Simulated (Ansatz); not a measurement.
Job for Ansatz (a quantum-chemistry and plane-wave program): R-CCSD(T)/cc-pVQZ on BF (SMILES [B]F), 2S+1 = 1, a spin state set in the input, which need not be the lowest, at the other state's geometry.

Ansatz 0.2 input:
```yaml
crystal:
  periodic: [false, false, false]
  atoms:
    - {symbol: B, position_ang: [-0.00000000, -0.00000000, -0.84516390]}
    - {symbol: F, position_ang: [0.00000000, 0.00000000, 0.46953550]}
basis:
  gaussian:
    orbitals: cc-pVQZ
magnetization: {spin_polarized: false}
correlation: {method: ccsd_t, electrons: outside_noble_gas}
scf: {omitted_lower_state_checks: [cluster_reference]}
```

It printed:

```
Functional definition: HF
[...]
these checks for a lower state are left out or cut short: cluster_reference
integrals: 0.14 GiB planned
680 factors; integrals over basis functions are off by at most 1.0e-3 eV
mean field: 0.15 GiB planned
mean field evaluation 1: about -3377.5209 eV, gradient 2.4e1 eV
mean field evaluation 2: about -3377.5215 eV, gradient 2.4e1 eV
mean field evaluation 4: about -3378.6042 eV, gradient 1.6e0 eV
mean field evaluation 8: about -3378.6187 eV, gradient 4.2e-5 eV
mean field -3378.61868948 eV, -124.1619467284 hartree, gradient 1.2e-6 eV, S^2 0.000000; 0 other end points of the search recorded, 0 dependent functions left out
2 core orbitals not correlated
reference -3378.61868948 eV, -124.1619467284 hartree; 5, 5 occupied and 103, 103 virtual orbitals, 680 factors
second order -9.59170775 eV of doubles, -0.00000000 eV of singles
coupled cluster: 0.32 GiB planned
cycle   1  -9.48537821 eV  change    1.1e-1 eV  update   8.3e-2
cycle   2  -9.76170814 eV  change   -2.8e-1 eV  update   3.3e-2
cycle   3  -9.86840165 eV  change   -1.1e-1 eV  update   1.9e-2
cycle   4  -9.84956073 eV  change    1.9e-2 eV  update   3.5e-3
cycle   5  -9.85003204 eV  change   -4.7e-4 eV  update   1.2e-3
cycle   6  -9.85063299 eV  change   -6.0e-4 eV  update   2.9e-4
cycle   7  -9.85043845 eV  change    1.9e-4 eV  update   9.9e-5
cycle   8  -9.85043558 eV  change    2.9e-6 eV  update   2.7e-5
cycle   9  -9.85045237 eV  change   -1.7e-5 eV  update   9.0e-6
cycle  10  -9.85045219 eV  change    1.7e-7 eV  update   3.1e-6
perturbative correction -0.34758551 eV, -0.0127735320 hartree
Total energy: -3388.81672718 eV, -124.5367177016 hartree
Checks for a lower state left out: cluster_reference
```

Self-consistency was reached.

Cost: roughly 4 core-seconds.
